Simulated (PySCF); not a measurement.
Mapped SMILES: `[CH3:1][CH2:2][c:3]1[cH:4][cH:5][o:6][c:7]1[N:8]([SiH3:9])[SiH3:10]`. Hydrogens are named by the atom that carries them.

[PySCF 2.14: geometry: GFN2-xTB; shielding tensors at PBE0/pcSseg-1 (GIAO); non-relativistic; averaged over atoms made equivalent by symmetry, fast rotation or ring inversion; gas phase; one computed conformer]

**Question.** Predict the 2D correlation tables (HSQC, COSY, HMBC).

**Answer.** 

HSQC (one-bond C–H):
```csv
δH,δC
7.02 (H(C5)),136.9 (C5)
6.46 (H(C4)),122.6 (C4)
2.68 (H(C2)),23.0 (C2)
1.14 (H(C1)),19.4 (C1)
```

COSY cross peaks (H two or three bonds apart, from the bond graph; peaks can be absent where the dihedral angle is near 90°):
```csv
δH,δH
7.02 (H(C5)),6.46 (H(C4))
2.68 (H(C2)),1.14 (H(C1))
```

HMBC (two and three bonds, from the bond graph):
```csv
δH,δC
7.02 (H(C5)),"157.4 (C7), 122.6 (C4), 109.6 (C3)"
6.46 (H(C4)),"157.4 (C7), 136.9 (C5), 109.6 (C3), 23.0 (C2)"
4.91 (H(Si9)/H(Si10)),157.4 (C7)
2.68 (H(C2)),"157.4 (C7), 122.6 (C4), 109.6 (C3), 19.4 (C1)"
1.14 (H(C1)),"109.6 (C3), 23.0 (C2)"
```

References, each an isolated molecule treated in the same way: ¹H (31.72 ppm), ¹³C (186.93 ppm) vs TMS.

Short H···H contacts in this conformer between protons four or more bonds apart (candidates for NOE cross peaks, intensity ∝ r⁻⁶): H(C2)···H(Si10) 2.54 Å, H(C1)···H(Si10) 2.57 Å, H(C2)···H(C4) 2.63 Å.

Shifts are as computed. Against solution values, carbons near 30 ppm lie about +3 ppm off and those near 130 ppm about +5 ppm. Of 1309 compounds with measured shifts, 239 miss one by over three times the rms of a fit or turn the order of signals round; such compounds aren't used in these exercises.
